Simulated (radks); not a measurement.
Species: Ho4+. Configuration: [Xe] 4f8 6s1 (not the ground configuration).

Method: scalar-relativistic Kohn-Sham, r2SCAN, spin-polarised, spherical densities, finite nucleus; open shells are filled with parallel spins first (spin-orbit coupling, left out, can overturn this in heavy ions); meta-GGA in the generalised Kohn-Sham scheme; Fermi nuclear charge, rms radius 5.2022 fm; computed with a radial shooting solver on a logarithmic mesh with Libxc functionals.

Energy parts (hartree):
part                       energy
total                 -12612.6047
kinetic                13639.7469
electron-nucleus      -30755.9847
Hartree                 4772.1276
exchange-correlation    -268.4945

Orbitals (lengths in bohr, moments of r in powers of bohr; r(90%) holds 90 % of the orbital's charge):
orbital,occ.,eigenvalue (hartree),r(90%),<r^4>
1s up,1,-2044.527,0.0376,9.268e-07
1s down,1,-2044.526,0.0376,9.268e-07
2s up,1,-344.9198,0.136,0.0001448
2s down,1,-344.9190,0.136,0.0001448
2p up,3,-305.7303,0.127,0.0001098
2p down,3,-305.7289,0.127,0.0001097
3s up,1,-79.45627,0.337,0.005488
3s down,1,-79.31823,0.336,0.005464
3p up,3,-67.42075,0.342,0.005799
3p down,3,-67.28254,0.342,0.005768
3d up,5,-52.12112,0.324,0.004592
3d down,5,-52.01438,0.323,0.004556
4s up,1,-18.00600,0.741,0.1314
4s down,1,-17.71210,0.741,0.1317
4p up,3,-14.00307,0.793,0.1713
4p down,3,-13.71145,0.794,0.1722
4d up,5,-8.56994,0.880,0.2576
4d down,5,-8.27945,0.883,0.2627
4f up,7,-2.59805,1.16,0.8410
4f down,1,-2.32333,1.21,0.9927
5s up,1,-3.96804,1.70,3.679
5s down,1,-3.84900,1.74,3.943
5p up,3,-2.90517,1.95,6.333
5p down,3,-2.81936,1.98,6.571
5d up,0,-1.58262,2.66,21.13
5d down,0,-1.50458,2.62,19.96
5f up,0,-0.64242,4.68,201.7
6s up,1,-1.34681,3.74,85.36
6s down,0,-1.19701,3.92,101.8
6p up,0,-1.06285,4.24,141.0

The highest occupied level is 6s up at -36.649 eV. The configuration is held as typed, so some empty levels lie below it. Spin moment in Bohr magnetons: 7. The density falls to 0.001 e/bohr^3 at r = 3.76 bohr.
